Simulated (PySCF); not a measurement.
C₆ coefficients of unlike pairs at PBE

Calculated with PySCF 2.14 from the dipole response of each species, C₆(A,B) = (3/π) ∫ α_A(iu) α_B(iu) du, in atomic units, from isotropic polarisabilities. For ions this is the dispersion term alone; charge-induced terms of lower order in 1/R come first.

```csv
species,configuration,basis,relativity,α (bohr³),C₆ (like pair)
Pt²⁺,[Xe] 4f14 5d8 (3F),aug-cc-pVTZ-PP with ECP60MDF (6s6p5d3f2g),core potential,9.809,64.00
Sn,[Kr] 4d10 5s2 5p2 (3P),aug-cc-pVTZ-DK3 (8s7p5d2f),spin-free X2C,61.88,673.5
Ge³⁺,[Ar] 3d10 4s1 (2S),aug-cc-pwCVTZ-PP with ECP10MDF (8s7p6d4f1g),core potential,5.844,14.00
Ir²⁺,[Xe] 4f14 5d7 (4F),def2-QZVPPD with the def2 core potential (60 electrons) (7s5p4d4f2g),core potential,10.61,68.84
```

Task: Estimate C₆ for Sn with Pt²⁺.

Result: The integral gives 175.1. The combination rule 2 C_A C_B / (C_A α_B/α_A + C_B α_A/α_B) gives 168.9 and the geometric mean 207.6.

No spin-orbit coupling is included.

The other pairs:

| pair | C₆ |
| --- | --- |
| Ge³⁺, Pt²⁺ | 29.30 |
| Ir²⁺, Pt²⁺ | 66.34 |
| Ge³⁺, Sn | 89.72 |
| Ir²⁺, Sn | 184.9 |
| Ir²⁺, Ge³⁺ | 30.54 |
